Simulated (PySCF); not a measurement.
Input file for PySCF: R-HF/3-21G on CH7PSi (SMILES C[SiH2]P), a point of a torsion scan.

```python
from pyscf import gto, scf, dft, mp
from pyscf.data.elements import chemcore

mol = gto.M(
    atom='''
    C    -1.20592728    0.65636069   -0.09151020
    Si   -0.07897879   -0.86235457    0.12761990
    P     2.08355930   -0.27414823    0.33808481
    H    -2.24999740    0.36422024   -0.14335162
    H    -1.09584850    1.34503917    0.74249623
    H    -0.96852673    1.20151683   -1.00184252
    H    -0.43129101   -1.57579837    1.35999541
    H    -0.22276137   -1.76188384   -1.02304377
    H     2.36540610   -0.32087354   -1.01428880
    H     1.86602411    1.09038248    0.29884778
    ''',
    basis='3-21g',
    charge=0, spin=0, verbose=3, max_memory=1800)
mf = scf.RHF(mol)
mf.conv_tol = 1e-8
mf.max_cycle = 100
mf.kernel()
if not mf.converged:
    mf = mf.newton().run(mf.mo_coeff, mf.mo_occ)
```

It printed:

```
converged SCF energy = -668.099229013867
```

Self-consistency was reached.

Cost: around 0.3 core-seconds (rough).
